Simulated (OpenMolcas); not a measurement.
# Computed transition rates of Co⁺

```yaml
Program: OpenMolcas
Method: "MS-RASPT2, IPEA 0.25 Eh, imaginary shift 0.1 Eh (closed shells correlated: 3s 3p)"
Basis: ANO-RCC-VTZP [6s5p3d2f1g]
Scalar_Hamiltonian: DKH2, point nucleus
Active_space: 8 electrons in 9 orbitals (RAS2 3d 4s; RAS3 4p, at most 2 electrons)
State_averaging: 2S+1 = 3 even, 55 roots; 2S+1 = 5 even, 10 roots kept (CI in the orbitals of an earlier block); 2S+1 = 1 even, 49 roots kept (CI in the orbitals of an earlier block); 2S+1 = 3 odd, 21 roots; 2S+1 = 5 odd, 22 roots kept (CI in the orbitals of an earlier block); 2S+1 = 1 odd, 9 roots kept (CI in the orbitals of an earlier block, 0 in the spin-orbit step)
Spin-orbit_coupling: state interaction with AMFI integrals over the reference wave functions, term energies averaged over their components
```

Rates come from the transition moments of the reference wave functions (E1 and E2 in the length form). At fixed line strength A goes as λ^-3 for E1 and M1 and as λ^-5 for E2, so a rate at the computed wavelength can be rescaled to the measured one. Measured vacuum wavelengths follow from level energies in NIST Handbook of Basic Atomic Spectroscopic Data. Branching counts decays inside the model space alone, at computed energies, and the table is only a selection of the M1 lines, drawn from those between levels with measured partners whose computed energy lies within a factor of 1.5 of the measured one.

| Upper | Lower | Type | λ computed (nm) | λ measured (nm) | A computed (s-1) | A rescaled (s-1) | Branching % |
| --- | --- | --- | --- | --- | --- | --- | --- |
| 3d8 3F3 | 3d8 3F4 | M1 | 9400 | 10520 | 3.14e-02 | 2.24e-02 | 100.0 |
| 3d8 3F2 | 3d8 3F3 | M1 | 14170 | 15460 | 1.26e-02 | 9.70e-03 | 100.0 |
| 3d7 4s 5F4 | 3d7 4s 5F5 | M1 | 15130 | 14740 | 1.14e-02 | 1.23e-02 | 100.0 |
| 3d7 4s 5F3 | 3d7 4s 5F4 | M1 | 19150 | 18800 | 1.03e-02 | 1.09e-02 | 100.0 |
| 3d7 4s 5F2 | 3d7 4s 5F3 | M1 | 26000 | 25690 | 5.54e-03 | 5.74e-03 | 100.0 |
| 3d7 4s 5F1 | 3d7 4s 5F2 | M1 | 39620 | 39270 | 1.74e-03 | 1.79e-03 | 99.9 |

The largest correction is for 3d8 3F3 → 3d8 3F4 (M1): 3.14e-02 × (9400 / 10520)^3 = 2.24e-02 s-1, a factor of 0.71.

The computed order of these levels differs from the measured one in 1 place, and where term gaps are wrong the rates of spin-changing lines can be off by large factors.

These are rates of the free ion; in crystals, glasses and complexes forced electric-dipole and non-radiative decay shorten such lifetimes by orders of magnitude. No measured rate stands beside these. Rescaling mends the energy factor alone: line strengths can still be far off where a level mixes with configurations outside the active space, and weak or spin-changing lines hang on small mixing coefficients that depend on the term gaps too, so rescaling need not improve them.

CASPT2 does not keep the components of a term degenerate, so their means are used; among the terms shown or strongly mixed into the levels shown the widest spread is 3400 cm-1 (3d8 3F). Some high roots are left out of the spin-orbit mixing, which shifts the levels that they would mix with. Terms from blocks run as CI alone lack orbitals of their own. A single d shell beside an s shell can misplace configurations of different d count against each other. The CASPT2 spread within a term exceeds the gap to the next term for 3d8 3F and 3d7 4s 5F, so the order of their levels is uncertain, and so are names and mixing where such terms share a J. Measured partners are found by configuration, term and J. A level has none where our copy of the source lacks it or the pairing is in doubt (some pairs that miss far off the trend of their configuration count as doubtful). Only configurations of the active space appear.
